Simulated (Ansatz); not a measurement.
Two isomers of C2H7BSeSi: A = `C=C([SeH])B[SiH3]`, B = `B/C=C/[Se][SiH3]`.

Gas-phase electronic energies from Ansatz, PBE0-D4/def2-TZVP geometries. CCSD(T)/CBS adds triple-zeta CCSD(T) − MP2 to the extrapolated MP2 energy (def2 sets, frozen cores). Functionals use def2-TZVPP. B3LYP here is the variant with VWN-RPA as its local correlation; programs differ in this. For Se outer-core shells are correlated without core-valence functions, which leaves a few kJ/mol of doubt a bond. Scalar relativity is left out up to krypton. One conformer a species, not always the lowest.

A:

```xyz
12

C    -0.560   -0.971   -2.094
C     0.055   -0.263   -1.131
Se    1.633    0.714   -1.590
B    -0.544   -0.284    0.285
Si    0.093    0.601    1.978
H    -0.207   -1.027   -3.121
H    -1.460   -1.526   -1.854
H     1.866    1.230   -0.238
H    -1.548   -0.933    0.396
H    -0.986    1.501    2.479
H     1.343    1.408    1.877
H     0.315   -0.450    3.012
```

B:

```xyz
12

B     1.837   -1.158    1.747
C     1.549   -0.859    0.282
C     0.411   -0.218   -0.042
Se   -0.085    0.221   -1.806
Si   -2.072    1.243   -1.327
H     2.834   -1.725    2.089
H     1.041   -0.815    2.576
H     2.230   -1.143   -0.518
H    -0.285    0.076    0.739
H    -2.989    0.295   -0.646
H    -1.850    2.424   -0.456
H    -2.623    1.656   -2.639
```

Question: Which is lower in electronic energy at CCSD(T)/CBS, and by how much? (Estimate.)

Answer: Ansatz gave: B, by 20.4 kcal/mol.

Question: Give E(B) − E(A) in kcal/mol with r2SCAN-D4, B2PLYP, HF/def2-TZVPP, B3LYP, B3LYP-D4, CCSD/def2-TZVPP, PBE-D4. (Best estimate.)

Answer: Ansatz gave: r2SCAN-D4 -21.4, B2PLYP -21.9, HF/def2-TZVPP -23.8, B3LYP -21.7, B3LYP-D4 -20.8, CCSD/def2-TZVPP -19.9, PBE-D4 -19.5. None reverses the order clearly.

Largest T1 diagnostic: 0.012.

In def2-TZVPP, CCSD(T) changes the Hartree–Fock value by +4.2 kcal/mol (the triples alone add +0.3 kcal/mol) and MP2 by +1.5 kcal/mol. The D4 term adds +0.9 kcal/mol with B3LYP and +0.5 kcal/mol with PBE0; it sums over pairs of atoms, weighted by their polarisabilities, and B3LYP, whose exchange is more repulsive, gets the larger term.
